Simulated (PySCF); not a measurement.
F₄Ge, SMILES [F][Ge-]([F])([F])[F] (connectivity only; charge and spin as stated), charge -1, multiplicity 2. Atoms are numbered in the order given.

```xyz
5

Ge     0.0000     0.0000    -0.2025
F      0.0000     0.0000     1.5917
F      1.6119    -0.9306    -0.2906
F      0.0000     1.8613    -0.2906
F     -1.6119    -0.9306    -0.2906
```
Charge -1, spin multiplicity 2.

The structure is a stationary point at B3LYP-D3(BJ)/def2-SVPD.

Method: M06-2X/def2-SVPD (PySCF).

Mulliken values depend strongly on the basis, most of all with diffuse functions as here. ESP charges are fitted to the potential on shells at 1.4 to 2.0 van der Waals radii. Atomic charges (e):

```csv
atom,ESP fit,meta-Löwdin,Mulliken,Mulliken spin
Ge1,…,1.39,1.78,1.03
F2,…,-0.59,-0.76,-0.01
F3,…,-0.60,-0.67,-0.01
F4,…,-0.60,-0.67,-0.01
F5,…,-0.60,-0.67,-0.01
```

### Question
Complete the blanks. (Estimate from the structure and the level; the computed values follow.)

### Answer

- Ge1, ESP fit: 0.49
- F2, ESP fit: -0.29
- F3, ESP fit: -0.40
- F4, ESP fit: -0.40
- F5, ESP fit: -0.40
